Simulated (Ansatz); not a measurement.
Reaction (cleavage of the Si–Si bond): `O[SiH2][SiH2]F` + `O[Si](O)(O)S` → `O[SiH2]S[Si](O)(O)O` + `F[SiH3]`

Gas-phase electronic energies from Ansatz, PBE0-D4/def2-TZVP geometries. CCSD(T)/CBS adds triple-zeta CCSD(T) − MP2 to the extrapolated MP2 energy (def2 sets, frozen cores). This one scheme is used for every species. One conformer a species, not always the lowest.

```tsv
species	MP2/def2-TZVPP energy (Eh)
`O[SiH2][SiH2]F`	-756.02126
`O[Si](O)(O)S`	-914.73457
`O[SiH2]S[Si](O)(O)O`	-1280.18310
`F[SiH3]`	-390.61467
```

Question: Work out ΔE.

Answer: ΔE = (-1280.18310) + (-390.61467) − (-756.02126) − (-914.73457) = -0.04194 Eh = -26.3 kcal/mol. CCSD(T)/CBS gives -23.7 kcal/mol.

Largest T1 diagnostic among the species: 0.012.

From PBE to PBE0 (25 % exact exchange), in def2-TZVPP and without D4, ΔE moves by −1.0 kcal/mol. In def2-TZVPP, CCSD(T) changes the Hartree–Fock value by −2.6 kcal/mol (the triples alone add −1.0 kcal/mol) and MP2 by −5.4 kcal/mol. The D4 term adds −3.1 kcal/mol with B3LYP and −1.7 kcal/mol with PBE0; it sums over pairs of atoms, weighted by their polarisabilities, and B3LYP, whose exchange is more repulsive, gets the larger term.

B3LYP here is the variant with VWN-RPA as its local correlation; programs differ in this.
